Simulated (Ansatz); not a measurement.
Geometry optimisation, Ansatz 0.2.0, RKS B3LYP/def2-SVP.

Input:

```yaml
crystal:
  periodic: [false, false, false]
  atoms:
    - { symbol: Al, position_ang: [-0.209047, -0.269794, 0.043769] }
    - { symbol: H, position_ang: [1.797606, 1.511183, -0.817437] }
    - { symbol: C, position_ang: [0.968416, -1.644231, 0.814643] }
    - { symbol: C, position_ang: [-1.13073, -0.491845, -1.681283] }
    - { symbol: H, position_ang: [1.344892, 1.735688, -0.324658] }
    - { symbol: C, position_ang: [-0.534593, 1.366367, 1.09227] }
    - { symbol: H, position_ang: [1.061206, -2.560541, 0.208144] }
    - { symbol: H, position_ang: [0.61095, -1.94089, 1.817946] }
    - { symbol: H, position_ang: [1.985553, -1.238891, 0.966026] }
    - { symbol: H, position_ang: [-1.027336, -1.497753, -2.121079] }
    - { symbol: H, position_ang: [-2.210232, -0.27656, -1.584284] }
    - { symbol: H, position_ang: [-0.744364, 0.23137, -2.423064] }
    - { symbol: H, position_ang: [-0.794575, 2.252223, 0.486737] }
    - { symbol: H, position_ang: [-1.410014, 1.190809, 1.748765] }
    - { symbol: H, position_ang: [0.292269, 1.632565, 1.773504] }
basis:
  gaussian: { orbitals: def2-SVP }
hamiltonian:
  xc: b3lyp
relax:
  f_tol: 0.03
  max_steps: 50
```

Command:

```bash
$ ansatz run input.yaml --threads 2 --pin off --max-ram 3072MiB --backend cpu --events-out ev --progress --plain --runs-dir out
```

Question: Where does it end, and by what steps?

Answer: The forces met the threshold. The force dipped under the threshold on the way, but the program's further checks kept it going. After 20 steps the energy has fallen by 0.156 eV; H2 moved furthest, 0.78 Å.

```csv
step,energy less start (eV),largest force component (eV/Å),accepted
0,0.0000,1.696,yes
1,-0.1141,0.152,yes
2,-0.1310,0.056,yes
3,-0.1257,0.323,no
4,-0.1357,0.022,yes
5,-0.1361,0.278,yes
6,-0.1406,0.055,yes
7,-0.1421,0.094,yes
8,-0.1432,0.052,yes
9,-0.1441,0.089,yes
10,-0.1449,0.084,yes
11,-0.1464,0.116,yes
12,-0.1476,0.098,yes
13,-0.1493,0.100,yes
14,-0.1507,0.093,yes
15,-0.1526,0.029,yes
16,-0.1537,0.084,yes
17,-0.1545,0.035,yes
18,-0.1551,0.048,yes
19,-0.1553,0.037,yes
20,-0.1555,0.028,yes
```

```xyz
15
Properties=species:S:1:pos:R:3
Al -0.179 -0.118 0.095
H 1.869 0.798 -1.137
C 0.969 -1.540 0.836
C -1.104 -0.399 -1.624
H 1.654 1.421 -0.756
C -0.622 1.458 1.195
H 1.508 -2.109 0.058
H 0.348 -2.277 1.381
H 1.713 -1.164 1.559
H -0.557 -1.071 -2.309
H -2.091 -0.870 -1.447
H -1.305 0.545 -2.162
H -0.906 2.341 0.596
H -1.492 1.227 1.838
H 0.194 1.757 1.876
```

The run took 42 s on 2 threads of Intel(R) Xeon(R) Platinum 8488C (Sapphire Rapids), with other jobs on the host, peak memory 0.27 GiB.
